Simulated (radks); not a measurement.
Species: the europium ion Eu45+. Configuration: [Ar]. Calculated with a radial shooting solver on a logarithmic mesh with Libxc functionals: Dirac Kohn-Sham, PBE, spin-unpolarised, spherical densities, point nucleus.

Unscreened Slater integrals over Kohn-Sham orbitals (hartree). Large and small components are both included. Empty in this configuration: 3d3/2.

F0(3p3/2,3p3/2): 3.9386
F2(3p3/2,3p3/2): 1.9689
F0(3p3/2,3p1/2): 4.0270
G2(3p3/2,3p1/2): 1.9802
F0(3p3/2,3s1/2): 3.9119
G1(3p3/2,3s1/2): 2.5303
F0(3p3/2,2p3/2): 5.2124
F2(3p3/2,2p3/2): 1.3496
G0(3p3/2,2p3/2): 0.53839
G2(3p3/2,2p3/2): 0.59215
F0(3p3/2,3d3/2): 4.1735
F2(3p3/2,3d3/2): 1.9766
G1(3p3/2,3d3/2): 2.0221
G3(3p3/2,3d3/2): 1.3703
F0(3p1/2,3p1/2): 4.1246
F0(3p1/2,3s1/2): 3.9969
G1(3p1/2,3s1/2): 2.5137
F0(3p1/2,2p3/2): 5.4181
G2(3p1/2,2p3/2): 0.58605
F0(3p1/2,3d3/2): 4.2867
G1(3p1/2,3d3/2): 2.2202
F0(3s1/2,3s1/2): 3.8947
F0(3s1/2,2p3/2): 5.0958
G1(3s1/2,2p3/2): 0.51912
F0(3s1/2,3d3/2): 4.1458
G2(3s1/2,3d3/2): 1.5774
F0(2p3/2,2p3/2): 10.736
F2(2p3/2,2p3/2): 5.1175
F0(2p3/2,3d3/2): 5.7759
F2(2p3/2,3d3/2): 1.8410
G1(2p3/2,3d3/2): 1.7012
G3(2p3/2,3d3/2): 0.98271
F0(3d3/2,3d3/2): 4.5797
F2(3d3/2,3d3/2): 2.3629
